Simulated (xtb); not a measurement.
xtb input (GFN-FF):

```bash
xtb mol.xyz --gfnff --opt tight --chrg 0 --uhf 0
```
mol.xyz:
```
8

Ta     0.01010258     0.00752934    -0.00935948
O      1.12546639     0.83879738    -1.04268117
O      0.99005451    -0.94215054     1.34175260
H      1.93552878    -1.00253106     1.49449395
O     -1.01773918    -1.23052338    -1.05743784
H     -0.98655143    -1.42221988    -1.99721286
O     -1.15948457     1.28789011     0.81553062
H     -1.19284325     2.24300044     0.72864692
```

End of the output:

```
         :::::::::::::::::::::::::::::::::::::::::::::::::::::
         ::                     SUMMARY                     ::
         :::::::::::::::::::::::::::::::::::::::::::::::::::::
         :: total energy              -1.105399516944 Eh    ::
         :: gradient norm              0.000214875362 Eh/a0 ::
         ::.................................................::
         :: bond energy               -0.792292816939 Eh    ::
         :: angle energy               0.003723564567 Eh    ::
         :: torsion energy             0.000011351415 Eh    ::
         :: repulsion energy           0.056877627429 Eh    ::
         :: electrostat energy        -0.371239144199 Eh    ::
         :: dispersion energy         -0.002530651069 Eh    ::
         :: HB energy                  0.000000000000 Eh    ::
         :: XB energy                  0.000000000000 Eh    ::
         :: bonded atm energy          0.000050551852 Eh    ::
         :: external energy            0.000000000000 Eh    ::
         :: add. restraining           0.000000000000 Eh    ::
         :: total charge               0.000000000000 e     ::
         :::::::::::::::::::::::::::::::::::::::::::::::::::::

           -------------------------------------------------
          |                Property Printout                |
           -------------------------------------------------

molecular dipole:
                 x           y           z       tot (Debye)
 q only:       -0.707      -0.541       0.656       2.811
           -------------------------------------------------
          |                Geometry Summary                 |
           -------------------------------------------------

      molecular mass/u    :      247.9693176
   center of mass at/Å    :        0.1490646       0.1141287      -0.1373559
  moments of inertia/u·Å² :        0.1575530E+03   0.1578209E+03   0.1718171E+03
rotational constants/cm⁻¹ :        0.1069966E+00   0.1068149E+00   0.9811381E-01

 * 7 selected distances

     #   Z          #   Z                                           value/Å
     1  73 Ta       2   8 O                                       1.7613202
     1  73 Ta       3   8 O                                       1.8843175
     3   8 O        4   1 H                                       0.9689285 (min)
     1  73 Ta       5   8 O                                       1.8844671
     5   8 O        6   1 H                                       0.9690879
     1  73 Ta       7   8 O                                       1.8844722 (max)
     7   8 O        8   1 H                                       0.9690673

 * 2 distinct bonds (by element types)

   Z      Z             #   av. dist./Å        max./Å        min./Å
Note: The following floating-point exceptions are signalling: IEEE_UNDERFLOW_FLAG IEEE_DENORMAL
normal termination of xtb
   1 H    8 O           3     0.9690279     0.9690879     0.9689285
   8 O   73 Ta          4     1.8536442     1.8844722     1.7613202

optimized geometry written to: xtbopt.xyz

           -------------------------------------------------
          | TOTAL ENERGY               -1.105399516944 Eh   |
          | GRADIENT NORM               0.000214875362 Eh/α |
           -------------------------------------------------
########################################################################
[WARNING] Runtime exception occurred
-1- gfnff_setup: Could not read topology file.
########################################################################

------------------------------------------------------------------------
------------------------------------------------------------------------
 total:
 SCF:
 ANC optimizer:
```
